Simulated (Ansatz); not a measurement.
A structure relaxed at PBE-D4/def2-SVP in Ansatz, charge 1, doublet:

| atom | x (Å) | y (Å) | z (Å) |
| --- | --- | --- | --- |
| Si1 | 0.378 | 0.390 | 0.129 |
| Si2 | -1.995 | 0.426 | 0.284 |
| Se3 | -0.864 | -1.435 | -0.505 |
| Se4 | 2.481 | 0.618 | 0.092 |

Task: Give its formula and point group.

Result: Si₂Se₂⁺. Point group Cs (tolerance 0.1 Å).

Task: Summarise the bond lengths by kind (pairs closer than 1.2 times the sum of covalent radii, bridged metal pairs left out).

Result: 3 × Se–Si 2.12 to 2.32 Å; 1 × Si–Si 2.38 Å.

The relaxation made no stability test and no search for a lower SCF solution. Another isomer (doublet) lies 0.86 eV lower at PBE0-D4/def2-TZVP; other spin states weren't run for this one.
